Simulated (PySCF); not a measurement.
B3FH5N3.
Cartesian coordinates in Å at the PBE0-D3(BJ)/def2-SVP level; atoms count from 1:
```
atom  x, y, z in Å
F1    -2.6270    0.6393    0.9372
B2    -1.3963    0.3311    0.5042
N3    -0.9450   -1.0195    0.5039
B4     0.3595   -1.3736    0.0494
N5     1.2041   -0.3180   -0.4094
B6     0.7958    1.0501   -0.4282
N7    -0.5181    1.3499    0.0367
H8    -1.5706   -1.7427    0.8352
H9     0.7338   -2.5232    0.0530
H10    2.1329   -0.5495   -0.7351
H11    1.5339    1.9219   -0.8231
H12   -0.8418    2.3087    0.0385
```

The computed photoelectron lines, unassigned: B 1s: 196.02 (area 2), 197.66 (area 1) eV; N 1s: 404.79 (area 1), 404.94 (area 2) eV; F 1s: 692.65 eV.

Method: delta-SCF UKS SCAN, pcX-2 on the ionised atom, pcseg-1 elsewhere, spin-free X2C in PySCF. Geometry: PBE0-D3(BJ)/def2-SVP; no solvent, vibrations or thermal averaging.

(1) Assign the B 1s lines to atoms.

Results:

(1) 196.02 eV: B4/B6 (three-coordinate boron); 197.66 eV: B2 (three-coordinate boron). The listed B 1s values span 1.64 eV, from B4/B6 (bonded to 2 N and H) to B2 (bonded to F and 2 N).

Bonded neighbours of each site: F1: B; B2: F and 2 N; N3/N7: H and 2 B; B4/B6: 2 N and H; N5: H and 2 B.

Task: Which photon wavelength matches the N 1s of N3/N7 threshold?

Result: λ = hc/E = 12398.42 eV Å / 404.94 eV = 30.618 Å.

Atoms equivalent by their bonding share one computed value, that of the first of them.
